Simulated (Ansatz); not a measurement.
Cost and result for the atomization energy of CH₆BFO₂Si (`CBO[SiH](O)F`) (12 atoms, 11 bonds).

Cartesian coordinates in Å:
```
C -2.204 -0.299 0.474
B -0.878 0.464 0.187
O 0.247 -0.213 -0.170
Si 1.763 0.261 -0.557
O 2.853 -0.616 0.258
F 1.907 0.016 -2.120
H -2.556 -0.071 1.486
H -2.124 -1.381 0.361
H -2.994 0.068 -0.192
H -0.814 1.666 0.276
H 2.013 1.678 -0.266
H 2.788 -1.572 0.261
```

Total charge 0; spin multiplicity 1. All single points use the PBE0-D4/def2-TZVP geometry. It is one conformer, not always the lowest. Program: Ansatz. All runs use 4 threads of an AMD EPYC 9R45 on a shared host. Times are those of one run each, without the atoms' runs, and a repeat can differ threefold. Electronic energies, without spin–orbit coupling; frozen cores. CCSD(T)/CBS adds CCSD(T) − MP2 in def2-TZVPP to the MP2 limit, and its time is that of the two runs behind it. T1 = 0.012. B3LYP takes the VWN-RPA correlation (the form of Gaussian; ORCA's B3LYP/G).

CCSD(T)/CBS is a level of theory with its own doubt, some kJ/mol a heavy atom from the limit and from the frozen cores, so smaller differences don't rank the functionals.

```tsv
level	functions	wall time	atomization (kcal/mol)	difference from CCSD(T)/CBS	per bond
PBE-D4/def2-TZVPP (with forces)	281	1.6 s	1193.5	9.3	0.8
PBE0-D4/def2-TZVPP	281	1.8 s	1173.5	-10.7	-1.0
r2SCAN-D4/def2-TZVPP (with forces)	281	2.5 s	1185.5	1.3	0.1
B3LYP-D4/def2-TZVPP (with forces)	281	3.1 s	1178.6	-5.6	-0.5
B2PLYP/def2-TZVPP	281	3.4 s	1171.9	-12.3	-1.1
ωB97X-V/def2-TZVPP	281	4.3 s	1182.6	-1.6	-0.1
ωB97M-V/def2-TZVPP (with forces)	281	6 s	1185.5	1.3	0.1
MP2/def2-QZVPP	535	14 s	1201.3	17.1	1.6
CCSD(T)/def2-TZVPP	281	2.4 min	1153.3	-30.9	-2.8
CCSD(T)/CBS(def2)	–	2.6 min	1184.2	0.0	0.0
```

The D4 term adds +8.3 kcal/mol with B3LYP and +4.4 kcal/mol with PBE0; it sums over pairs of atoms, weighted by their polarisabilities, and B3LYP, whose exchange is more repulsive, gets the larger term. In def2-TZVPP, CCSD(T) changes the Hartree–Fock value by +262.1 kcal/mol (the triples alone add +14.9 kcal/mol) and MP2 by +291.4 kcal/mol; breaking electron pairs costs correlation energy, which Hartree–Fock lacks. From PBE to PBE0 (25 % exact exchange), in def2-TZVPP and without D4, the atomization energy moves by −19.2 kcal/mol: exact exchange takes away binding that semilocal exchange gives to molecules.
